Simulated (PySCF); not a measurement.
N⁺ (nitrogen, charge +1) across methods

[He] 2s2 2p1 3s1, high-spin 3P determinant (an excited configuration). All numbers are calculated (PySCF 2.14, no relativity, point nucleus, in aug-cc-pVQZ (6s5p4d3f2g, 80 functions)).

| method | E (hartree) | mean ε 2s β (eV) | mean ε 2p α (eV) | mean ε 3s α (eV) | Σ⟨r²⟩ (bohr²) | ⟨S²⟩ |
| --- | --- | --- | --- | --- | --- | --- |
| TPSS | -53.3905 | -39.846 | -31.396 | -8.898 | 21.09 | 2.002 |
| LDA | -52.8966 | -39.392 | -30.521 | -8.920 | 20.86 | 2.001 |
| r2SCAN | -53.3393 | -39.999 | -31.764 | -8.938 | 21.20 | 2.003 |
| PBE0 | -53.3206 | -41.490 | -33.174 | -9.506 | 21.03 | 2.002 |
| PBE | -53.3115 | -39.548 | -30.748 | -8.921 | 20.91 | 2.001 |
| wB97M-V | -53.3826 | -44.114 | -35.228 | -10.875 | 20.76 | 2.001 |
| UHF | -53.21895 | -45.971 | -39.996 | -10.865 | 21.47 | 2.004 |
| r2SCANh | -53.3411 | -40.695 | -32.629 | -9.157 | 21.18 | 2.003 |

(1) Estimate the same row for B3LYP.

The outer electron is Rydberg-like, and this basis confines it to a smaller radius and binds it less than a complete one would.

Results:

(1) E (hartree) = -53.3822; mean ε 2s β (eV) = -41.181; mean ε 2p α (eV) = -32.842; mean ε 3s α (eV) = -9.334; Σ⟨r²⟩ (bohr²) = 20.82; ⟨S²⟩ = 2.002.
